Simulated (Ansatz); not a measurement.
Consider the ligand exchange at the Si–N bond: `N[SiH2]P` + H₂Se → `P[SiH2][SeH]` + NH₃.

Calculated with Ansatz (gas phase, PBE0-D4/def2-TZVP geometries, no zero-point term in ΔE). CBS: MP2 limit from def2 TZ/QZ plus the TZ coupled-cluster correction, frozen cores. This one scheme is used for every species. DFT in def2-TZVPP. For Se outer-core shells are correlated without core-valence functions, which leaves a few kJ/mol of doubt a bond. Scalar relativity is left out up to krypton. Each species was taken in one conformer, which may not be the lowest.

(1) Is it downhill or uphill in electronic energy at CCSD(T)/CBS, and by how much? (Best estimate.)

(2) What do these levels give: r2SCAN0-D4, BHLYP-D4, r2SCAN, CCSD(T)/def2-SVP, CCSD/def2-TZVPP, HF/CBS(def2)? (Estimate.)

Largest T1 diagnostic among the species: 0.012.

Results:

(1) Computed: Downhill: ΔE = -0.26 eV.

(2) Computed: r2SCAN0-D4 -0.25, BHLYP-D4 -0.20, r2SCAN -0.24, CCSD(T)/def2-SVP -0.18, CCSD/def2-TZVPP -0.19, HF/CBS(def2) -0.10 eV.

In def2-TZVPP, CCSD(T) changes the Hartree–Fock value by −0.10 eV (the triples alone add −0.02 eV) and MP2 by −0.14 eV. From BLYP to BHLYP (50 % exact exchange), in def2-TZVPP and without D4, ΔE moves by +0.04 eV.
